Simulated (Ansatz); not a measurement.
Mulliken charges of `O[SiH2][GeH2][OH]` from ωB97M-V/def2-TZVPP in Ansatz (PBE0-D4/def2-TZVP geometry).

| atom | x (Å) | y (Å) | z (Å) | charge (e) |
| --- | --- | --- | --- | --- |
| O1 | -1.069 | -0.044 | 2.016 | -0.383 |
| Si2 | -0.795 | -0.621 | 0.492 | 0.328 |
| Ge3 | 0.724 | 0.897 | -0.555 | 0.235 |
| O4 | 1.243 | 0.184 | -2.117 | -0.430 |
| H5 | -1.700 | -0.510 | 2.567 | 0.176 |
| H6 | -2.061 | -0.727 | -0.287 | -0.043 |
| H7 | -0.188 | -1.985 | 0.522 | -0.053 |
| H8 | 0.081 | 2.231 | -0.962 | 0.015 |
| H9 | 1.969 | 1.164 | 0.321 | -0.006 |
| H10 | 1.796 | -0.591 | -1.997 | 0.161 |

Task: By hand: the dipole of these point charges (1 e Å = 4.8032 D).

Result: Σ q r = (-0.138, -0.077, 0.268) e Å, of length 0.311 e Å = 1.49 D.

Task: How does the dipole of the full density compare? (Best estimate.)

Result: The calculation gave: (-0.141, -0.321, 0.373) e Å, 2.46 D; the point charges give 0.61 times that, at 25° from its direction.

Point charges leave out the atoms' own dipoles, such as those of lone pairs, and Mulliken's split depends on the basis, so the two needn't agree.
